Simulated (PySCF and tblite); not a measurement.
Values are calculated unless marked as measured or tabulated.
System: C₄H₃NO₂, numbered as in [N:1]#[C:2]/[C:3]([CH:4]=[O:5])=[CH:6]/[OH:7].

For the rotation about the C6–O7 bond (torsion C3–C6–O7–H from 0° to 180°, rising): electronic barrier 20.72 kcal/mol, zero-point change -1.28 kcal/mol, thermal and entropy terms at 350 K a further -0.56 kcal/mol (symmetry numbers apart). The minimum is Cs, the saddle C1. Level: B3LYP/pcSseg-1 + D3(BJ) on PBE0-D3(BJ)/def2-SVP stationary points, with GFN2-xTB thermal terms. Rate constants are transition-state-theory values, counting equivalent paths, without tunnelling. Programs: tblite and PySCF.

How many equivalent paths lead out of the minimum?

2: the symmetry number of the minimum is 1, that of the saddle displaced along its mode 1, and the displaced saddle is chiral while the minimum is not, which doubles the count.

Work out the rate at 350 K.

ΔG‡ = 18.88 kcal/mol; k_B T/h = 7.3×10¹² s⁻¹; exp(−ΔG‡/RT) = 1.6×10⁻¹²; times 2 gives k = 24 s⁻¹. Wigner's tunnelling factor for the 663i cm⁻¹ mode would be 1.31.
